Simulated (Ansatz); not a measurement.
cyclo-(H2SiCH2)2 (C2H8Si2), relaxed as a singlet with RKS PBE-D4/def2-SVP in Ansatz, starting from the GFN2-xTB geometry. Force threshold 0.02 eV/Å.

Start:

```xyz
12

Si    0.371   -0.274    1.305
H    -0.268   -1.268    2.172
H     1.462    0.381    2.032
C    -0.846    0.927    0.436
Si   -0.372    0.274   -1.305
H     0.264    1.266   -2.177
H    -1.463   -0.384   -2.028
C     0.848   -0.926   -0.436
H    -0.631    1.981    0.596
H    -1.890    0.784    0.703
H     0.634   -1.979   -0.597
H     1.891   -0.781   -0.703
```

```tsv
step	energy (eV)	largest force component (eV/Å)	SCF passes
1	-17941.7002	1.183	25
2	-17941.8185	0.467	27
3	-17941.8758	0.127	27
4	-17941.8775	0.029	28
5	-17941.8776	0.003	21
```

Force components are those of the run's own axes.

End:

```xyz
12

Si    0.357   -0.265    1.256
H    -0.294   -1.283    2.156
H     1.477    0.403    2.011
C    -0.879    0.964    0.453
Si   -0.358    0.264   -1.256
H     0.290    1.281   -2.160
H    -1.479   -0.407   -2.007
C     0.881   -0.963   -0.453
H    -0.644    2.036    0.611
H    -1.943    0.803    0.722
H     0.649   -2.035   -0.613
H     1.944   -0.797   -0.721
```

By distances, no bond broke or formed. The bond that changes most is Si1–Si5, from 2.77 to 2.66 Å (atoms count from 1).

No frequencies were taken in this run, so the end may be a saddle point.

Hardware: 4 threads of Intel Xeon on a shared host. Wall time 11 s.
